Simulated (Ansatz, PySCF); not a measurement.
Gas-phase reaction in SMILES: [Cl][Ge]([Cl])([Cl])[Cl] [tetrachlorogermane] + 4 [H][H] (H2) → 4 Cl (HCl) + [GeH4] (GeH4)
Each molecule is optimised on its own at B3LYP-D3(BJ)/def2-TZVP (Ansatz, a first-principles code). Frequencies are from Ansatz or PySCF.

Quantity: energy of full hydrogenation (0 K, with B3LYP-D3(BJ) harmonic zero-point energies), in eV. Correlated levels leave the core frozen unless marked. No spin-orbit coupling. Frozen are the shells of the preceding noble gas and the d and f shells that filled before the atom's block. No relativistic terms. CBS(X,Y): correlation extrapolated as X^-3; Hartree-Fock from the larger set.

CCSD(T)/CBS(def2-TZVPPD,def2-QZVPPD) (Ansatz) gives 2.53 eV.

Another calculation gave 2.01 eV. Which level was it?
(A) PBE0/def2-TZVPD (Ansatz)
(B) PBE-QIDH/def2-TZVPD (Ansatz)
(C) wB97M-V/def2-TZVPD (Ansatz)
(D) SVWN5/def2-TZVPD (Ansatz)

D, SVWN5/def2-TZVPD (Ansatz). The others give 2.12 (PBE0), 2.29 (wB97M-V), 2.47 (PBE-QIDH) eV.
